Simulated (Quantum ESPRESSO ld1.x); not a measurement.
The numbers below are computed, except where a source is named.
Task: Tc3+, configuration [Kr] 4d4. Code: ld1.x of Quantum ESPRESSO 7.5. Model: scalar-relativistic Kohn-Sham, LDA (Slater exchange, Perdew-Zunger correlation), spin-polarised, spherical densities, point nucleus; open shells are filled with parallel spins first. Some entries of the table are withheld. Estimate them.

| orbital | occ. | eigenvalue (eV) | <r^2> (bohr^2) |
|---|---|---|---|
| 1s up | 1 | -20871.3 | 0.001589 |
| 1s down | 1 | -20871.3 | 0.001589 |
| 2s up | 1 | -3005.21 | 0.02644 |
| 2s down | 1 | -3004.63 | 0.02643 |
| 2p up | 3 | -2694.78 | 0.02079 |
| 2p down | 3 | -2694.34 | 0.02078 |
| 3s up | 1 | -548.391 | 0.1984 |
| 3s down | 1 | -547.986 | 0.1983 |
| 3p up | 3 | -446.534 | 0.2023 |
| 3p down | 3 | -446.092 | 0.2021 |
| 3d up | 5 | -281.208 | 0.1914 |
| 3d down | 5 | -280.615 | 0.1911 |
| 4s up | 1 | -104.762 | 1.253 |
| 4s down | 1 | -102.104 | 1.245 |
| 4p up | 3 | (1) | (2) |
| 4p down | 3 | (3) | (4) |
| 4d up | 4 | -36.4690 | 2.684 |
| 4d down | 0 | -33.6109 | 2.754 |

Result: 
(1) 4p up eigenvalue (eV): -76.5804
(2) 4p up <r^2> (bohr^2): 1.532
(3) 4p down eigenvalue (eV): -73.7776
(4) 4p down <r^2> (bohr^2): 1.525
